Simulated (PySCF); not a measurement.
Excitation energy of In by level of theory

In [Kr] 4d10 5s2 5p1 (2P) → In [Kr] 4d10 5s1 5p1 5d1 (high-spin determinant), as a difference of total energies. Computed with PySCF 2.14 in aug-cc-pVDZ-PP with ECP28MDF (5s4p3d, 32 functions), with scalar relativity through the core potential. Correlated levels: valence: 4s2 4p6 4d10 frozen. The calculations carry no spin-orbit coupling.

```csv
method,excitation energy (eV)
UHF,8.320
LDA,9.969
PBE,9.550
PBE0,9.399
r2SCAN,9.495
M06,9.978
HSE06,9.415
TPSSh,9.383
PBEsol,9.592
MP2 (valence),8.910
SCS-MP2 (valence),9.076
```

Q: How much does correlation contribute at MP2 (valence)?

A: 8.910 − (8.320) = 0.590 eV, measured against UHF.

The upper state lies above the first ionisation limit, but in LS coupling its spin forbids autoionisation to the ground ion; at this Z spin-orbit coupling breaks that rule.

The promoted electron is Rydberg-like, and one or two diffuse shells describe it only roughly, which tends to raise the upper state.

The determinant of the upper state mixes LS terms, which raises its energy above the lowest term, most at the Hartree-Fock and MP2 levels.
